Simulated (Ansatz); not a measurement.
The cluster GeI2, relaxed as a singlet with RKS B3LYP-D4/def2-TZVP in Ansatz, starting from the GFN2-xTB geometry. Force threshold 0.02 eV/Å.

In the def2 sets I takes a core potential; there is no spin–orbit coupling. The structure comes from a short search, and lower isomers may exist.

Start:

```xyz
3

Ge   -0.399   -0.749    0.642
I     1.509   -0.962   -1.066
I    -1.110    1.711    0.424
```

```json
{"step": "1", "energy (eV)": "-72729.2760", "largest force component (eV/Å)": "0.133", "SCF passes": "17"}
{"step": "2", "energy (eV)": "-72729.2775", "largest force component (eV/Å)": "0.058", "SCF passes": "22"}
{"step": "3", "energy (eV)": "-72729.2779", "largest force component (eV/Å)": "0.002", "SCF passes": "22"}
```

Force components are those of the run's own axes.

End:

```xyz
3

Ge   -0.4030   -0.7565    0.6488
I     1.5140   -0.9612   -1.0711
I    -1.1110    1.7177    0.4223
```

By distances, no bond broke or formed. The bond that changes most is Ge1–I2, from 2.57 to 2.58 Å (atoms count from 1).

No frequencies were taken in this run, so the end may be a saddle point.

Run time 4.3 s (4 threads of Arm Neoverse V2 on a shared host).
